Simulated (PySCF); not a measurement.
ErP: frontier orbitals

M06 at R = 2.349 Å; basis Er x2c-SVPall, P x2c-SVPall; spin-free X2C with a Gaussian nucleus; PySCF 2.14. State: quartet, about 11.5 electrons in the 4f shell (Mulliken), real f orbitals that mix terms. Only the outer orbitals are listed, counted within each symmetry.

| spin | orbital | occ. | ε (eV) | on Er (%) | main shells (%) |
| --- | --- | --- | --- | --- | --- |
| α | 17σ | 1 | -5.38 | 45 | 52 P p, 37 Er s |
| α | 9π | 1 | -5.12 | 28 | 72 P p, 22 Er d |
| α | 9π | 1 | -4.88 | 30 | 69 P p, 25 Er d |
| α | 18σ | 0 | -2.53 | 78 | 50 Er s, 20 P p, 15 Er d |
| α | 19σ | 0 | -0.74 | 95 | 62 Er d, 33 Er p |
| α | 10π | 0 | -0.73 | 98 | 58 Er p, 39 Er d |
| β | 1φ | 1 | -8.13 | 100 | 100 Er f |
| β | 16σ | 1 | -8.00 | 99 | 99 Er f |
| β | 3δ | 1 | -7.83 | 100 | 100 Er f |
| β | 3δ | 1 | -7.63 | 99 | 99 Er f |
| β | 17σ | 1 | -5.06 | 54 | 46 Er s, 43 P p |
| β | 8π | 1 | -5.01 | 68 | 51 Er f, 32 P p, 14 Er d |
| β | 8π | 1 | -4.64 | 32 | 68 P p, 25 Er d |
| β | 9π | 0 | -2.45 | 68 | 48 Er f, 32 P p, 17 Er d |
| β | 18σ | 0 | -2.31 | 71 | 42 Er s, 27 P p, 17 Er d |
| β | 10π | 0 | -0.66 | 97 | 62 Er p, 35 Er d |

Question: Which are the highest filled and the lowest empty level, where do they sit, and how wide is the gap?

Answer: Highest filled β 8π at -4.64 eV (in %: 68 P p, 25 Er d); lowest empty α 18σ at -2.53 eV (in %: 50 Er s, 20 P p, 15 Er d); the gap at M06 is 2.11 eV.

```json
{"bond order (Mayer)": "2.90", "⟨S²⟩": "3.774", "charge on Er (Mulliken, basis-dependent)": "0.26", "charge on Er (Löwdin, basis-dependent)": "0.00", "dipole moment (positive dipole means Er(−)P(+))": "-6.09 D"}
```

Spin–orbit coupling is left out. The state is the lowest single determinant that the PBE0 search found; with open d or f shells the true ground state can be another one.
